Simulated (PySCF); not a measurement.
## LDA on Nb+ (niobium, charge +1)

Configuration: [Kr] 4d3 5p1, one real determinant (an excited configuration). Calculation: PySCF 2.14, in aug-cc-pVTZ-DK (9s8p6d3f2g, 102 functions); the spin-free X2C one-electron Hamiltonian (Gaussian nucleus).

| Property | Result |
| --- | --- |
| Total energy | -3814.21 hartree |
| One-electron energy | -5253.80 hartree |
| Hartree (Coulomb) energy | 1554.57 hartree |
| Exchange-correlation energy | -114.97 hartree |
| ⟨S²⟩ | 6.0003 |
| ⟨L²⟩ | 14.004 |
| Sum of ⟨r⟩ | 28.84 bohr |
| Sum of ⟨r²⟩ | 49.50 bohr² |
| Traceless quadrupole moment −½Σ⟨3z² − r²⟩ along its main axis | -7.06 e·bohr² |
| Langevin diamagnetic susceptibility | -39.2 ×10⁻⁶ cm³/mol |

| shell | electrons | mean orbital energy (hartree) | spread (hartree) | rms radius, mean of both spins (bohr) |
| --- | --- | --- | --- | --- |
| 1s α | 1 | -689.50443 | 0 | 0.0415 |
| 1s β | 1 | -689.50396 | 0 | 0.0415 |
| 2s α | 1 | -96.86286 | 0 | 0.171 |
| 2s β | 1 | -96.85280 | 0 | 0.171 |
| 2p α | 3 | -86.63983 | 0.00116 | 0.152 |
| 2p β | 3 | -86.63181 | 0.00178 | 0.152 |
| 3s α | 1 | -16.47082 | 0 | 0.475 |
| 3s β | 1 | -16.46270 | 0 | 0.475 |
| 3p α | 3 | -13.12421 | 0.00313 | 0.481 |
| 3p β | 3 | -13.11541 | 0.00402 | 0.481 |
| 3d α | 5 | -7.62581 | 0.00331 | 0.476 |
| 3d β | 5 | -7.61429 | 0.00937 | 0.476 |
| 4s α | 1 | -2.55588 | 0 | 1.23 |
| 4s β | 1 | -2.49614 | 0 | 1.23 |
| 4p α | 3 | -1.67805 | 0.00865 | 1.38 |
| 4p β | 3 | -1.61229 | 0.01152 | 1.38 |
| 4d α | 3 | -0.49211 | 0.00616 | 2.10 |
| 5p α | 1 | -0.28437 | 0 | 4.18 |

⟨L²⟩ = 14.00 against 20 for a pure G term, so this real determinant mixes terms.

Densities and radii are taken from the X2C orbitals without a picture-change correction, which distorts them close to the nucleus.
